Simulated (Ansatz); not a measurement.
Species: TiH, charge 0, multiplicity 4. The spin state was set by rule; other spins were not relaxed. 
Structure (B3LYP-D3(BJ)/def2-TZVP (Ansatz, a first-principles code) minimum search):
SMILES: [TiH]
```xyz
2

Ti     0.0000     0.0000    -0.0766
H      0.0000     0.0000     1.6849
```
Charge 0, spin multiplicity 4.

Basis-set convergence of Hartree-Fock and CCSD(T) correlation energies (hartree) with Ansatz. Correlated levels leave the core frozen unless marked. Open shells are spin-unrestricted. No spin-orbit coupling. Frozen are the shells of the preceding noble gas and the d and f shells that filled before the atom's block. No relativistic terms.

The T1 diagnostic of CCSD in the largest basis is 0.058, which is high, so the coupled-cluster rows are less sure than usual.

```
basis        functions       E(HF)  E(corr, CCSD(T))
-----------  ---------  ----------  ----------------
def2-SVPD           42  -848.85098          -0.05249
def2-TZVPPD         84  -848.96273          -0.06684
def2-QZVPPD        126  -848.97919          -0.06927
```

Extrapolating the two largest sets (X = 3 and 4) as X^-3: E(corr) = (64·(-0.06927) - 27·(-0.06684))/37 = -0.0710 Eh, an estimate of the basis-set limit. The largest set recovers 97.5 % of it, the smallest 73.9 %.
